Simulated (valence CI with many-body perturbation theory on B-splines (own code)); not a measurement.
# Pb LXXVII: calculated level list

Level of theory: valence CI with perturbative core correlation (CI+MBPT): four valence electrons over a frozen Dirac-Fock core [He], radial functions for each j: 11 s, 11 p, 9 d, 7 f, 5 g, 2 h, 1 i, with the one-electron correlation potential Σ1, the two-electron term Σ2, the three-electron term Σ3, Breit, model QED; selected CI, second order for the rest (own B-spline code, finite nucleus).

No measured spectrum was set against this ion. As an estimate, large intervals hold to a few tenths of a per cent, small ones and those within an open d or f shell to about a per cent. Among the levels kept, up to 340 cm⁻¹ of a level comes from second order outside the variational space, and about a tenth of that is noise between levels of different J, which matters for small intervals.

Levels 46 to 90 of 112, with energies above the lowest level, (2s^2 2p1/2^2) J=0. "Leading %" is the weight of the configuration and term that name the level; weights of strongly mixed levels are sums over their largest components and can fall short. In the jj column 3d3/2^4 stands for four electrons in 3d with j = 3/2. Lifetimes count E1, E2, E3, M1 and M2 decay at the calculated energies, and are blank where another channel may lead or the interval is too uncertain; long ones can be off by a factor of two.

```tsv
No.	Configuration	Term	J	E (Ry)	Leading %	Leading jj	Lifetime	g
46	2s2p²3s	³P	1	1170.4	64	2s 2p1/2 2p3/2 3s (99 %)	1.90 fs	1.531
47	2s2p²3s	³D	3	1170.9	64	2s 2p1/2 2p3/2 3s (100 %)	3.50 fs	1.405
48	2s2p²3s	³P	2	1173.2	37	2s 2p1/2 2p3/2 3s (100 %)	1.96 fs	1.193
49	2s2p²3p	⁵P°	1	1176.0	39	2s 2p1/2 2p3/2 3p1/2 (100 %)	3.41 fs	1.845
50	2s2p²3p	⁵D°	2	1176.8	45	2s 2p1/2 2p3/2 3p1/2 (100 %)	1.82 fs	1.313
51	2s2p²3s	³P	0	1178.0	100	2s 2p1/2 2p3/2 3s (100 %)	1.70 fs	
52	2s2p²3s	³D	1	1178.0	47	2s 2p1/2 2p3/2 3s (100 %)	1.74 fs	0.831
53	2s2p²3s	³P	1	1178.7	74	2s 2p1/2 2p3/2 3s (100 %)	3.91 fs	1.488
54	2s2p²3s	¹D	2	1178.8	39	2s 2p1/2 2p3/2 3s (100 %)	3.37 fs	1.186
55	2s2p²3p	³D°	3	1179.1	32	2s 2p1/2 2p3/2 3p1/2 (100 %)	1.28 fs	1.185
56	2s2p²3p	³P°	2	1182.7	44	2s 2p1/2 2p3/2 3p1/2 (100 %)	1.90 fs	1.440
57	2s2p²3p	³P°	0	1185.3	50	2s 2p1/2 2p3/2 3p1/2 (100 %)	1.23 fs	
58	2s2p²3p	³D°	1	1185.4	59	2s 2p1/2 2p3/2 3p1/2 (100 %)	1.34 fs	0.885
59	2s2p²3p	³F°	2	1185.6	44	2s 2p1/2 2p3/2 3p1/2 (100 %)	2.03 fs	0.898
60	2s2p²3p	¹P°	1	1189.9	29	2s 2p1/2 2p3/2 3p1/2 (99 %)	1.82 fs	1.117
61	2p³3s	³P°	2	1203.7	48	2p1/2^2 2p3/2 3s (98 %)	4.38 fs	1.467
62	2p³3s	¹P°	1	1204.5	32	2p1/2^2 2p3/2 3s (98 %)	2.05 fs	1.127
63	2s²2p3p	³D	3	1208.4	99	2s^2 2p3/2 3p3/2 (99 %)	56.7 fs	1.302
64	2s²2p3p	¹P	1	1208.5	54	2s^2 2p3/2 3p3/2 (99 %)	50.0 fs	1.310
65	2s²2p3p	³P	2	1211.0	65	2s^2 2p3/2 3p3/2 (99 %)	52.2 fs	1.297
66	2p³3p	³P	1	1211.3	32	2p1/2^2 2p3/2 3p1/2 (98 %)	748 as	1.457
67	2p³3p	³D	2	1211.4	25	2p1/2^2 2p3/2 3p1/2 (98 %)	752 as	1.137
68	2s²2p3p	¹S	0	1213.4	66	2s^2 2p3/2 3p3/2 (99 %)	42.2 fs	
69	2s²2p3d	³D°	2	1216.0	51	2s^2 2p3/2 3d3/2 (98 %)	388 as	1.020
70	2s²2p3d	³F°	3	1216.6	53	2s^2 2p3/2 3d3/2 (98 %)	421 as	1.048
71	2s²2p3d	³P°	1	1217.0	55	2s^2 2p3/2 3d3/2 (99 %)	333 as	1.052
72	2s²2p3d	³P°	0	1217.4	99	2s^2 2p3/2 3d3/2 (99 %)	425 as	
73	2s2p²3p	⁵D°	3	1226.0	50	2s 2p1/2 2p3/2 3p3/2 (100 %)	15.0 fs	1.473
74	2s2p²3p	³P°	1	1226.9	28	2s 2p1/2 2p3/2 3p3/2 (100 %)	1.99 fs	1.551
75	2s²2p3d	³F°	4	1227.3	80	2s^2 2p3/2 3d5/2 (80 %)	524 fs	1.237
76	2s2p²3p	³D°	2	1228.0	35	2s 2p1/2 2p3/2 3p3/2 (76 %)	1.41 fs	1.348
77	2s²2p3d	¹D°	2	1228.9	32	2s^2 2p3/2 3d5/2 (72 %)	691 as	1.267
78	2s2p²3p	³F°	4	1229.4	51	2s 2p1/2 2p3/2 3p3/2 (80 %)	127 fs	1.285
79	2s2p²3p	³P°	0	1229.5	78	2s 2p1/2 2p3/2 3p3/2 (100 %)	1.29 fs	
80	2s²2p3d	³D°	3	1229.9	60	2s^2 2p3/2 3d5/2 (88 %)	282 as	1.213
81	2s2p²3p	³P°	2	1230.4	49	2s 2p1/2 2p3/2 3p3/2 (96 %)	2.01 fs	1.360
82	2s²2p3d	¹P°	1	1231.1	52	2s^2 2p3/2 3d5/2 (84 %)	426 as	1.069
83	2s2p²3p	³D°	3	1231.5	49	2s 2p1/2 2p3/2 3p3/2 (90 %)	1.28 fs	1.247
84	2s2p²3p	¹P°	1	1231.7	38	2s 2p1/2 2p3/2 3p3/2 (86 %)	944 as	1.126
85	2s2p²3d	⁵F	2	1232.9	44	2s 2p1/2 2p3/2 3d3/2 (100 %)	1.25 fs	1.135
86	2s2p²3d	⁵D	1	1233.2	47	2s 2p1/2 2p3/2 3d3/2 (100 %)	1.53 fs	1.139
87	2s2p²3d	⁵D	0	1233.5	82	2s 2p1/2 2p3/2 3d3/2 (100 %)	5.09 fs	
88	2s2p²3d	⁵F	3	1233.7	47	2s 2p1/2 2p3/2 3d3/2 (99 %)	1.34 fs	1.137
89	2s2p²3p	³D°	2	1236.0	37	2s 2p1/2 2p3/2 3p3/2 (99 %)	2.09 fs	1.340
90	2s2p²3p	³D°	3	1236.2	47	2s 2p1/2 2p3/2 3p3/2 (99 %)	2.60 fs	1.160
```
